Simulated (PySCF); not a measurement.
This PySCF input asks for the NMR shieldings of SMILES CC(C)OBc1cccs1, C7H11BOS; the geometry comes from PBE0-D3(BJ)/def2-SVP.

```python
import basis_set_exchange as bse
import numpy as np
from pyscf import gto, dft
from pyscf.prop import nmr

atoms = """
C    -2.356722   -0.791879    0.160118
C    -1.639991    0.365356   -0.510275
C    -2.584025    1.299785   -1.239474
O    -0.715796   -0.137376   -1.465814
B     0.557628   -0.508409   -1.236144
C     1.350399   -0.472894    0.099268
C     2.681086   -0.849501    0.185162
C     3.235124   -0.749445    1.484788
C     2.316249   -0.295478    2.399398
S     0.798625    0.006736    1.673265
H    -1.645796   -1.445208    0.686991
H    -2.890417   -1.392096   -0.592729
H    -3.087529   -0.420927    0.894122
H    -1.089943    0.946962    0.252462
H    -3.130186    0.752078   -2.022602
H    -3.313226    1.737060   -0.541822
H    -2.025289    2.116757   -1.718418
H     1.161326   -0.919029   -2.204947
H     3.236075   -1.192000   -0.690252
H     4.265162   -1.002308    1.740058
H     2.461470   -0.124089    3.466056
"""
names = dict.fromkeys(["C", "O", "B", "S", "H"], "pcSseg-1")
basis = {el: gto.basis.parse(bse.get_basis(n, elements=[el], fmt="nwchem")) for el, n in names.items()}
mol = gto.M(atom=atoms, basis=basis, charge=0, verbose=0)
mf = dft.RKS(mol, xc="B3LYP")
mf.grids.level = 2
mf.grids.alignment = dft.numint.BLKSIZE   # the property module wants whole blocks of grid points
mf.conv_tol = 1e-9
mf.kernel()

calc = nmr.RKS(mf)   # GIAO
C = mf.mo_coeff
Co = C[:, mf.mo_occ > 0]
resp = mf.gen_response(singlet=True, hermi=2)
def vind(x):   # induced exchange potential for any number of trial vectors
    d = np.einsum("pi,xij,qj->xpq", C, 2 * x.reshape(-1, C.shape[1], Co.shape[1]), Co, optimize=True)
    return np.einsum("xpq,pi,qj->xij", resp(d - d.transpose(0, 2, 1)), C, Co, optimize=True).ravel()
mo1, _ = nmr.rhf.solve_mo1(calc, with_cphf=vind)
sigma = calc.kernel(mo1)
for i, s in enumerate(sigma):   # ppm
    w = np.linalg.eigvalsh((s + s.T) / 2)
    print("%2d %-2s iso %8.1f  s11 %8.1f  s22 %8.1f  s33 %8.1f" % (i, mol.atom_pure_symbol(i), w.mean(), *w))
```

Question: What does it print?

Answer: 
```
 0 C  iso    152.8  s11    134.3  s22    146.7  s33    177.4
 1 C  iso    106.9  s11     78.5  s22     95.7  s33    146.7
 2 C  iso    152.9  s11    134.9  s22    144.5  s33    179.1
 3 O  iso    107.9  s11    -23.8  s22     60.7  s33    286.7
 4 B  iso     60.5  s11     40.5  s22     51.7  s33     89.2
 5 C  iso     32.8  s11    -39.8  s22     -4.7  s33    142.9
 6 C  iso     26.5  s11    -65.5  s22      9.9  s33    135.1
 7 C  iso     46.2  s11    -39.1  s22     31.3  s33    146.5
 8 C  iso     34.6  s11    -66.1  s22     35.5  s33    134.3
 9 S  iso    232.8  s11    103.0  s22    218.5  s33    376.9
10 H  iso     29.6  s11     24.9  s22     30.6  s33     33.5
11 H  iso     30.1  s11     27.2  s22     28.0  s33     35.0
12 H  iso     30.3  s11     26.8  s22     27.9  s33     36.2
13 H  iso     26.6  s11     21.9  s22     26.2  s33     31.6
14 H  iso     29.9  s11     27.0  s22     27.9  s33     34.7
15 H  iso     30.3  s11     26.4  s22     28.2  s33     36.3
16 H  iso     29.8  s11     26.0  s22     27.8  s33     35.6
17 H  iso     26.0  s11     22.2  s22     27.6  s33     28.3
18 H  iso     23.7  s11     20.9  s22     23.1  s33     27.1
19 H  iso     24.2  s11     21.3  s22     24.4  s33     27.0
20 H  iso     23.9  s11     21.1  s22     23.6  s33     26.9
```

These numbers come from an equivalent density-fitted implementation of the same equations, which agrees with the script to about 0.01 ppm for H and up to a few tenths of a ppm for heavy atoms, so last digits may differ.

Question: Turn these shieldings into chemical shifts. Referencing at the same level of theory: ¹³C (σ = 179.24 ppm), ¹H (σ = 31.38 ppm) vs TMS; ¹⁷O (σ = 334.04 ppm) vs H2O; BF3·OEt2 for ¹¹B (σ = 97.83 ppm); ³³S (σ = 485.41 ppm) against CS2.

Answer: Averaging equivalent atoms: C 6: 152.7; C 5: 146.4; C 8: 144.7; C 7: 133.0; C 1: 72.3; C 0/2: 26.4; O 3: 226.2; B 4: 37.4; S 9: 253; H 18: 7.68; H 20: 7.52; H 19: 7.16; H 17: 5.34; H 13: 4.81; H 10/11/12/14/15/16: 1.38 ppm. Experimental scales use liquid or dissolved standards, which lie at an offset from isolated H2O (liquid H2O: subtract about 36 ppm).

Size and cost of the density-fitted run: 232 basis functions, 60 s wall time on 1 thread of an x86-64 server CPU, shared host.
